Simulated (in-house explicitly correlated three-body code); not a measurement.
Computed with an exponentially correlated three-body code. Model: two electrons around a point charge, non-relativistic, variational in 260 exponentially correlated functions (energies converged to about 1e-7 hartree, or 1e-8 relative for large Z).

Command:
```bash
python run_hyl.py task.json out
```
Settings (lengths in bohr, energies in hartree):
```
Z                      2.5
nuclear_mass           50
interaction_strength   1
functions              260
states_tried           13
```

Cost of the run: 34 s on 1 thread of Intel(R) Xeon(R) Platinum 8375C CPU @ 2.90GHz (Ice Lake) (shared host).

**Those bound S and P states to n = 4 that converged, binding against the one-electron ion.**

Given: nuclear charge 2.5; mass of the centre 50 electron masses.

Computed: one-electron threshold -3.06372549 hartree.

```csv
term,energy (hartree),binding (eV)
1 1S,-4.74298547,45.695
2 3S,?,?
2 1S,-3.36977294,8.328
2 3P,-3.35980221,8.0567
2 1P,-3.3337101,7.3467
3 3S,-3.20722756,3.9049
3 1S,-3.19470928,3.5643
3 3P,-3.1923061,3.4989
3 1P,-3.18448098,3.2859
4 3S,-3.14114067,2.1066
4 1S,-3.13614263,1.9706
4 3P,?,?
4 1P,-3.13189737,1.8551
```

(1) What belongs in the row 2 3S?

(2) What belongs in the row 4 3P?

**Converged states only, values per electron or pair.**

| term | mean r (bohr) | mean r squared (bohr²) | mean inverse r (1/bohr) | mean r12 (bohr) | mean inverse r12 (1/bohr) | mean cosine | mean p1 dot p2 (bohr⁻²) | delta r1 (bohr⁻³) | delta r12 (bohr⁻³) |
| --- | --- | --- | --- | --- | --- | --- | --- | --- | --- |
| 1 1S | 0.72331 | 0.71583 | 2.1441 | 1.0923 | 1.2344 | -0.045021 | 0.18416 | 3.5666 | 0.24974 |
| 2 3S | 1.9172 | 6.3097 | 1.439 | 3.3059 | 0.35885 | -0.010996 | 0.0077652 | 2.464 | - |
| 2 1S | 2.1581 | 8.2376 | 1.419 | 3.7685 | 0.3554 | -0.013027 | 0.0037536 | 2.4403 | 0.026268 |
| 2 3P | 1.8593 | 6.1009 | 1.4215 | 3.2073 | 0.38769 | -0.046576 | -0.17501 | 2.3075 | - |
| 2 1P | ? | ? | ? | ? | ? | ? | ? | ? | ? |
| 3 3S | 4.24 | 35.415 | 1.3154 | 7.9009 | 0.16255 | -0.0027056 | 1.9948e-05 | 2.375 | - |
| 3 1S | 4.6076 | 42.275 | 1.31 | 8.6312 | 0.16073 | -0.0035529 | -0.00060129 | 2.3705 | 0.0075971 |
| 3 3P | 4.3386 | 37.808 | 1.3106 | 8.1025 | 0.16857 | -0.012039 | -0.047642 | 2.334 | - |
| 3 1P | 4.6262 | 43.21 | 1.3058 | 8.6658 | 0.16027 | 0.0020147 | 0.03186 | 2.345 | 0.0010268 |
| 4 3S | 7.5824 | 119.39 | 1.2748 | 14.57 | 0.091859 | -0.00090454 | -0.00077872 | 2.356 | - |
| 4 1S | 8.0783 | 136.17 | 1.2726 | 15.56 | 0.090945 | -0.0013137 | -0.00094841 | 2.3544 | 0.0031544 |
| 4 3P | ? | ? | ? | ? | ? | ? | ? | ? | - |
| 4 1P | 8.2182 | 142.21 | 1.2709 | 15.839 | 0.090649 | 0.0010509 | 0.013156 | 2.3441 | 0.00045552 |

(3) What belongs in the row 2 1P?

(4) What belongs in the row 4 3P?

Results:

(1) energy (hartree): -3.41795517; binding (eV): 9.6391.

(2) energy (hartree): -3.13519322; binding (eV): 1.9447.

(3) mean r (bohr): 2.0548; mean r squared (bohr²): 7.5611; mean inverse r (1/bohr): 1.4047; mean r12 (bohr): 3.5541; mean inverse r12 (1/bohr): 0.356; mean cosine: 0.0048011; mean p1 dot p2 (bohr⁻²): 0.10835; delta r1 (bohr⁻³): 2.3495; delta r12 (bohr⁻³): 0.002969.

(4) mean r (bohr): 7.8355; mean r squared (bohr²): 128.98; mean inverse r (1/bohr): 1.2729; mean r12 (bohr): 15.078; mean inverse r12 (1/bohr): 0.093998; mean cosine: -0.0046756; mean p1 dot p2 (bohr⁻²): -0.01962; delta r1 (bohr⁻³): 2.3394.
